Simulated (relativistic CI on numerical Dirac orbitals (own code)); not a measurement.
# Spin-allowed bands of a d8 ion in an octahedral site, by hand

Problem. Take Δ = 11600 cm⁻¹ and B = 740 cm⁻¹ for a d8 ion in an octahedral site. Calculate the three spin-allowed bands.

Working.
1. The terms of highest spin are 3F (energy 0) and 3P (15B = 11100 cm⁻¹). Here the F term splits into A2 at −1.2Δ = -13920, T2 at −0.2Δ = -2320 and T1 at +0.6Δ = 6960 cm⁻¹.
2. The two T1 states mix through the element 0.4Δ: H = [[6960, 4640], [4640, 11100]], with roots ½(H₁₁ + H₂₂) ∓ ½√[(H₂₂ − H₁₁)² + 4H₁₂²] = ½(18060) ∓ ½(10162) = 3949 and 14111 cm⁻¹.
3. The ground term is 3A2 at -13920 cm⁻¹.
4. Bands: 3T2 11600 cm⁻¹ (862 nm), 3T1(F) 17869 cm⁻¹ (560 nm), 3T1(P) 28031 cm⁻¹ (357 nm).

Check. Exact diagonalisation of the whole d8 shell with these parameters gives 3T2 11600, 3T1 17869, 3T1 28031 cm⁻¹. The match is exact, since without spin-orbit coupling no other term has this spin. The ratio of the second band to the first, 1.540, depends on Δ/B = 15.7 alone, which is how a Tanabe-Sugano diagram is read.
